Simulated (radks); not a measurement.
Question: The mean radii <r> (bohr) of the occupied orbitals of an atom or ion are listed with their occupations. Calculated with a radial shooting solver on a logarithmic mesh with Libxc functionals: scalar-relativistic Kohn-Sham, BLYP, spin-polarised, spherical densities, finite nucleus; Fermi nuclear charge, rms radius of each element as measured or else 0.836 A^(1/3) + 0.57 fm.

| orbital | occ. | <r> |
|---|---|---|
| 1s up | 1 | 0.02666 |
| 1s down | 1 | 0.02666 |
| 2s up | 1 | 0.1146 |
| 2s down | 1 | 0.1146 |
| 2p up | 3 | 0.1003 |
| 2p down | 3 | 0.1003 |
| 3s up | 1 | 0.3063 |
| 3s down | 1 | 0.3062 |
| 3p up | 3 | 0.3042 |
| 3p down | 3 | 0.3041 |
| 3d up | 5 | 0.2805 |
| 3d down | 5 | 0.2805 |
| 4s up | 1 | 0.7086 |
| 4s down | 1 | 0.7086 |
| 4p up | 3 | 0.7511 |
| 4p down | 3 | 0.7513 |
| 4d up | 5 | 0.8340 |
| 4d down | 4 | 0.8349 |

Name the element and its charge. Open shells, if any, are filled with parallel spins first.

Answer: Z = 54, xenon, charge +9: Xe9+ in [Kr] 4d9. The 1s radius gives Z: for a bare nucleus <r> = (2 gamma + 1)/(2Z) with gamma = sqrt(1 - (Z/c)^2), 0.02628 bohr for Z = 54, and screening makes it slightly larger (0.02666 here). The occupations add up to 45, and the charge is Z minus that.
